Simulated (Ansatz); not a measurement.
Computed with Ansatz on PBE0-D4/def2-TZVP structures; ΔE is electronic, products minus reactants. CCSD(T)/CBS adds triple-zeta CCSD(T) − MP2 to the extrapolated MP2 energy (def2 sets, frozen cores). Functionals use def2-TZVPP. B3LYP here is the variant with VWN-RPA as its local correlation; programs differ in this. For Ge outer-core shells are correlated without core-valence functions, which leaves a few kJ/mol of doubt a bond. Scalar relativity is left out up to krypton. One conformer a species, not always the lowest.

Reaction (redistribution): `F[SiH](F)[SiH3]` + `C[SiH2][GeH2][CH3]` → `C[SiH2][SiH](F)[SiH3]` + `[CH3][GeH2][F]`

```csv
level,ΔE (kJ/mol),difference from CCSD(T)/CBS
PBE-D4,88.0,-14.5
r2SCAN-D4,95.6,-6.9
PBE0-D4,92.4,-10.1
B3LYP-D4,95.2,-7.3
ωB97X-V,92.0,-10.5
ωB97M-V,99.3,-3.2
B2PLYP,98.4,-4.1
PBE,87.9,-14.6
r2SCAN,95.6,-6.9
PBE0,92.5,-10.0
B3LYP,95.2,-7.3
HF/def2-TZVPP,96.9,-5.6
MP2/def2-TZVPP,105.1,2.6
SCS-MP2/def2-TZVPP,101.4,-1.1
CCSD/def2-TZVPP,101.8,-0.7
CCSD(T)/def2-TZVPP,100.9,-1.6
HF/def2-QZVPP,96.7,-5.8
MP2/def2-QZVPP,106.0,3.5
SCS-MP2/def2-QZVPP,101.7,-0.8
HF/CBS(def2),96.7,-5.8
MP2/CBS(def2),106.8,4.3
CCSD/CBS(def2),103.4,0.9
CCSD(T)/CBS,102.5,0
```

Largest T1 diagnostic among the species: 0.013.

From PBE to PBE0 (25 % exact exchange), in def2-TZVPP and without D4, ΔE moves by +4.5 kJ/mol. In def2-TZVPP, CCSD(T) changes the Hartree–Fock value by +4.0 kJ/mol (the triples alone add −0.9 kJ/mol) and MP2 by +8.3 kJ/mol.
